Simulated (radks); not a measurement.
Q: These are the eigenvalues of the occupied orbitals of an atom or ion with whole-number occupations (eV). All-electron calculation, scalar-relativistic Kohn-Sham, PBE, spin-polarised, spherical densities, finite nucleus; Fermi nuclear charge, rms radius of each element as measured or else 0.836 A^(1/3) + 0.57 fm. Program: a radial shooting solver on a logarithmic mesh with Libxc functionals.

1s: -14254.49
2s: -1958.523
2p: -1742.806
3s: -356.3298
3p: -287.4889
3d: -173.4348
4s: -102.3151

Which element is it, and in what charge state? The configuration may be excited. Open shells, if any, are filled with parallel spins first.

A: Z = 36, krypton, charge +6: Kr6+ in [Ar] 3d10 4s2. The list shows which subshells hold electrons but not how many an open one holds; the 1s level, -523.84 hartree, gives Z - s = 32.4 by -(Z - s)^2/2, which with screening and relativity narrows Z to a few neighbours, and the depths of the outer levels then fix element, charge and occupations together.
